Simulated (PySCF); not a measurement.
**Assignment exercise: C4F8**

Structure with atom numbers: `[F:1][C:2]([F:3])=[C:4]([F:5])[C:6]([F:7])([F:8])[C:9]([F:10])([F:11])[F:12]`.

[PySCF: geometry from PBE0-D3(BJ)/def2-SVP; J: B3LYP/pcJ-1; GIAO KT3/pcSseg-2 shieldings; relativity neglected; in vacuum; one computed conformer; fast rotation and ring inversion assumed for equivalent nuclei]

Shifts are taken against calculated references (same method and geometry level): 13C against TMS.

Q: Assign these signals to the numbered atoms. 13C{1H} NMR (computed): δ 160.8 (C, m), 126.9 (C, qtd, J = 356.1, 37.9, 3.5 Hz), 122.9 (C, m), 115.6 (C, m).

A: 
| δ (ppm) | atoms | environment | reason |
| --- | --- | --- | --- |
| 160.8 | C2 | fully substituted alkene carbon | as expected for a trigonal carbon in a double bond |
| 126.9 | C9 | CF3 carbon | 3 electronegative neighbours deshield it |
| 122.9 | C4 | fully substituted alkene carbon | an sp2 carbon of a C=C bond |
| 115.6 | C6 | allylic fully substituted sp3 carbon bonded to 2 F | 2 electronegative neighbours deshield it |

C–F couplings over four or more bonds (about 3 Hz to the para carbon of a fluoroarene) are left out. Common functionals overestimate the size of one-bond C–F couplings by tens of Hz; these are unscaled. Shifts are as computed, not scaled to solution data. Of 1328 compounds with measured shifts, 309 miss one by over three times the rms of a fit or turn the order of signals round; such compounds aren't used in these exercises. Signals without a measured value on file couldn't be tested in this way.
